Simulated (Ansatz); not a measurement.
Geometry optimisation, RKS B3LYP-D4/cc-pVDZ in Ansatz.

Input:

```yaml
crystal:
  periodic: [false, false, false]
  atoms:
    - { symbol: Al, position_ang: [-0.13072, -1.542247, 0.876511] }
    - { symbol: O, position_ang: [1.345048, -0.538804, -1.7238] }
    - { symbol: H, position_ang: [-0.919233, -2.51963, -0.091573] }
    - { symbol: H, position_ang: [1.251463, -1.808357, 1.595954] }
    - { symbol: H, position_ang: [-0.428597, 1.628625, -0.176149] }
    - { symbol: "N", position_ang: [-1.029919, 0.031574, 1.38263] }
    - { symbol: H, position_ang: [0.995225, 0.368471, -1.743052] }
    - { symbol: O, position_ang: [0.038622, 2.193144, -0.816886] }
    - { symbol: H, position_ang: [0.852356, -0.984061, -2.431777] }
    - { symbol: H, position_ang: [-0.763634, 0.551834, 2.217149] }
    - { symbol: H, position_ang: [-2.030159, 0.145177, 1.225335] }
    - { symbol: H, position_ang: [0.81945, 2.474274, -0.314542] }
basis:
  gaussian: { orbitals: cc-pVDZ }
hamiltonian:
  xc: b3lyp
  dispersion: d4
relax:
  f_tol: 0.03
  max_steps: 50
output:
  orbitals: {}
```

Command:

```bash
$ ansatz run input.yaml --threads 2 --pin off --max-ram 3072MiB --backend cpu --events-out ev --progress --plain --runs-dir out
```

Question: Where does it end, and by what steps?

Answer: The run converged. After 9 steps the energy has fallen by 1.170 eV; O2 moved furthest, 0.72 Å. Joined: Al1–O2 (3.15 → 1.97 Å).

```
step  energy less start (eV)  largest force component (eV/Å)  accepted
   0                  0.0000                           1.095       yes
   1                 -0.2398                           0.822       yes
   2                 -0.5473                           1.258       yes
   3                 -0.9444                           0.691       yes
   4                 -1.0227                           1.928       yes
   5                 -1.1114                           0.699       yes
   6                 -1.1602                           0.340       yes
   7                 -1.1641                           0.168       yes
   8                 -1.1696                           0.100       yes
   9                 -1.1704                           0.024       yes
```

```xyz
12
Properties=species:S:1:pos:R:3
Al 0.091 -1.330 0.447
O 0.880 -0.540 -1.179
H -0.805 -2.498 -0.183
H 1.338 -1.614 1.399
H -0.331 1.388 -0.017
N -0.875 0.205 1.019
H 0.685 0.487 -1.187
O 0.171 1.830 -0.804
H 0.584 -0.913 -2.022
H -0.707 0.469 1.993
H -1.892 0.147 0.921
H 0.860 2.369 -0.387
```

Whether the end is a true minimum wasn't checked by a vibrational analysis.

Time of the run: 22 s on 2 threads of Arm Neoverse V2, on a shared host, peak memory 0.2 GiB.
